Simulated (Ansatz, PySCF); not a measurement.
Gas-phase reaction 2 R1 + 0.5 R2 → P1 + P2, each structure at its B3LYP-D3(BJ)/def2-TZVP stationary point, reached from a drawn start (curvature not checked).
P1: Cl2 (SMILES ClCl), charge 0, multiplicity 1.
P2: H2O (SMILES O), charge 0, multiplicity 1.
R1: HCl (SMILES Cl), charge 0, multiplicity 1.
R2: O2 (SMILES O=O), charge 0, multiplicity 3.

P less R. No zero-point or thermal terms; singlets are restricted closed shells; open shells are unrestricted; no spin–orbit coupling.

Cores are frozen in the correlated methods.

The values were computed with Ansatz (Gaussian basis) for Hartree–Fock, density functionals and correlated methods; PySCF for the D3/D4 terms. All values are computed, each at the level named.

```tsv
level	reaction energy (kcal/mol)
PBE/def2-TZVPP	-14.00
PBE-D4/def2-TZVPP	-14.47
B3LYP/def2-TZVPP	-13.39
BHLYP/def2-TZVPP	-12.47
CAM-B3LYP/def2-TZVPP	-12.86
CAM-B3LYP-D3(BJ)/def2-TZVPP	-13.23
wB97X-V/def2-TZVPP	-11.91
SCS-MP2/cc-pV(Q+d)Z	-19.46
CCSD(T)/cc-pV(Q+d)Z	(withheld)
```

Q: Some entries are withheld; supply them.

A: 
- CCSD(T)/cc-pV(Q+d)Z, reaction energy (kcal/mol): -15.32

Ansatz is a quantum-chemistry and plane-wave program.
